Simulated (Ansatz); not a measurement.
Mo(NH)2Cl2 (MoN2Cl2H2): single points at one geometry.

```yaml
crystal:
  periodic: [false, false, false]
  atoms:
    - {symbol: Mo, position_ang: [-0.402936, 0.004288, -0.280206]}
    - {symbol: N, position_ang: [-0.379869, -0.019203, 1.451584]}
    - {symbol: H, position_ang: [0.087895, -0.032260, 2.366661]}
    - {symbol: N, position_ang: [1.227897, 0.011379, -0.864409]}
    - {symbol: H, position_ang: [2.248445, 0.008487, -0.742289]}
    - {symbol: Cl, position_ang: [-1.390747, 1.967561, -0.938989]}
    - {symbol: Cl, position_ang: [-1.390676, -1.940242, -0.992353]}
basis:
  gaussian: {orbitals: def2-TZVP, initial_orbitals: start.molden}
hamiltonian: {xc: r2scan, dispersion: d4}
scf: {omitted_lower_state_checks: [starts]}
output: {orbitals: {seedname: orbitals}}
```

The file start.molden holds the orbitals of an earlier run on this structure, at another level or in another basis.

```sh
$ ansatz run in.yaml --threads 4 --pin off --events-out ev --progress --plain --max-ram 3916MiB
```

Shortened log:

```
Functional definition: r2SCAN
1218 factors; their error is unknown
mean field evaluation 1: about -29918.0718 eV, gradient 9.5e0 eV
mean field evaluation 2: about -29918.1317 eV, gradient 8.4e-2 eV
mean field evaluation 4: about -29918.1188 eV, gradient 1.8e-4 eV
mean field -29918.11879531 eV, -1099.4705864985 hartree, gradient 1.3e-5 eV, S^2 0.000000; 0 other end points of the search recorded, 0 dependent functions left out
reference -29918.11881306 eV, -1099.4705871508 hartree; 32, 32 occupied and 156, 156 virtual orbitals, 1218 factors
Total energy: -29918.17917256 eV, -1099.4728053214 hartree
Checks for a lower state left out: starts
```

It took 6 s on 4 threads of Intel Xeon Platinum 8259CL on a shared host.

Geometry: PBE-D4/def2-SVP.

In the def2 sets Mo takes a core potential; there is no spin–orbit coupling. The restricted singlet is unstable towards broken spin symmetry in Hartree–Fock (as tested in another run); at r2SCAN-D4/def2-TZVP this wasn't settled.
